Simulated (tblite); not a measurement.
Isomers of C5H8P2. Calculated harmonic vibrations of the isolated species, GFN2-xTB (tblite), most abundant isotopes, no scaling. Errors from tens to a few hundred cm⁻¹ against measured bands are possible. Modes of hydrogen on phosphorus can be 10 to 20 % off. One conformer each.

Electronic energies: GFN2-xTB at the same geometries; isomer energies are rough at this level and their order can be wrong.

```csv
SMILES,"electronic energy, lowest = 0 (kJ/mol)"
C=C/P=P\C(=C)C,114.1
C#CCPPC=C,168.5
PP1C=CCC=C1,0.0
```

Question: How do GFN2-xTB zero-point energies change the relative energies?

Answer: 
```csv
SMILES,ZPE (kJ/mol),of it from modes above 1550 cm⁻¹,electronic (kJ/mol),"with ZPE, lowest = 0 (kJ/mol)",lowest mode (cm⁻¹),rings
PP1C=CCC=C1,288.8,155.0,0.0,0.0,61,1
C=C/P=P\C(=C)C,294.8,165.8,114.1,120.1,47,0
C#CCPPC=C,278.3,160.7,168.5,157.9,35,0
```

The zero-point energies span 16.5 kJ/mol, from `C#CCPPC=C` to `C=C/P=P\C(=C)C`. The order is unchanged.

Question: What do entropy and thermal enthalpy add at 298.15 K and 1 bar (rigid rotor, harmonic oscillator, one conformer each)?

Answer: 
| SMILES | point group | symmetry number | S (J/(mol K)) | H − H(0) (kJ/mol) | ZPE + H − H(0) − TS (kJ/mol) |
| --- | --- | --- | --- | --- | --- |
| PP1C=CCC=C1 | Cs | 1 | 375.2 | 24.07 | 201.0 |
| C=C/P=P\C(=C)C | C1 | 1 | 406.4 | 27.79 | 201.5 |
| C#CCPPC=C | C1 | 1 | 414.5 | 28.33 | 183.0 |
